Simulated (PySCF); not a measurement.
C₂H₁₀Si₂. Atoms are numbered in the order given.

```xyz
14

Si     0.0530    -2.3125     0.0000
C     -0.5665    -0.5231     0.0000
C      0.5665     0.5231     0.0000
Si    -0.0530     2.3125     0.0000
H      0.8918    -2.5631    -1.2106
H     -1.0892    -3.2748     0.0000
H      0.8918    -2.5631     1.2106
H     -1.2198    -0.3868    -0.8803
H     -1.2198    -0.3868     0.8803
H      1.2198     0.3868     0.8803
H      1.2198     0.3868    -0.8803
H     -0.8918     2.5631    -1.2106
H      1.0892     3.2748     0.0000
H     -0.8918     2.5631     1.2106
```

Geometry optimised at B3LYP-D3(BJ)/def2-SVP. One conformer was computed; it need not be the lowest.

Level of theory: PBE/def2-TZVP (PySCF).

Gas-phase values at a fixed geometry.

```json
{
  "total_energy": "-660.81610 hartree",
  "point_group": "C2h",
  "highest_occupied_level": "-6.81 eV",
  "lowest_empty_level": "-0.45 eV",
  "orbital_gap": "6.36 eV",
  "dipole_moment": "0.00 D",
  "quadrupole, principal values (traceless, Buckingham form, about the centre of nuclear charge)": "-5.32, 2.53, 2.79 D·Å",
  "mean_static_polarisability": "84.2 bohr³ (12.48 Å³)",
  "polarisability_principal_values": "72.2, 74.6, 105.9 bohr³"
}
```
